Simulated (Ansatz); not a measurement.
CH6AlFSi, SMILES `C[SiH2][AlH][F]`, charge 0, multiplicity 1.

Problem. Give a relaxed structure at PBE0-D4/def2-TZVP (Ansatz). (An estimate is asked.)

Solution. The calculation gave: 
Z-matrix (Å, degrees):
```
C
Si 1 1.882
H 1 1.092 2 110.6
H 1 1.092 2 111.0 3 -120.0
H 1 1.092 2 111.0 3 120.0
Al 2 2.453 1 113.1 3 -179.7
H 2 1.493 1 109.7 3 58.4
H 2 1.493 1 109.6 3 -58.0
F 6 1.655 2 117.3 1 -177.8
H 6 1.586 2 127.4 1 2.4
```
Point group Cs.
This is one stationary point; other conformers may exist.
